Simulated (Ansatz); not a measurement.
The cluster Be4. The state is a triplet with charge 0. Geometry B3LYP/def2-TZVP; atoms count from 1.

Cartesian coordinates in Å:
```
Be 0.783 -0.604 0.789
Be -0.853 0.550 0.755
Be -0.371 -0.887 -0.822
Be 0.441 0.940 -0.722
```

At PBE0/def2-TZVP a singlet of charge 0 lies 1.03 eV below the triplet, each at its own geometry. The structure comes from a short search, and lower isomers may exist.

**Question.** Estimate the Mulliken populations from the PBE0/def2-TZVP orbitals of Ansatz.

**Answer.** 
| atom | charge (e) | spin (α − β) |
| --- | --- | --- |
| Be1 | 0.00 | 0.50 |
| Be2 | 0.00 | 0.50 |
| Be3 | 0.00 | 0.50 |
| Be4 | 0.00 | 0.50 |
Mulliken values depend strongly on the basis.

**Question.** Where does the spin sit?

**Answer.** Summed by element: Be 2.00, of 2 unpaired in all. Largest on single atoms: Be2 0.50, Be1 0.50, Be4 0.50.

**Question.** And the Mayer bond orders between heavy atoms (over 0.3)?

**Answer.** Be1–Be2 0.86 (2.00 Å); Be1–Be3 0.86 (2.00 Å); Be1–Be4 0.70 (2.19 Å); Be2–Be3 0.70 (2.19 Å); Be2–Be4 0.86 (2.00 Å); Be3–Be4 0.86 (2.00 Å).
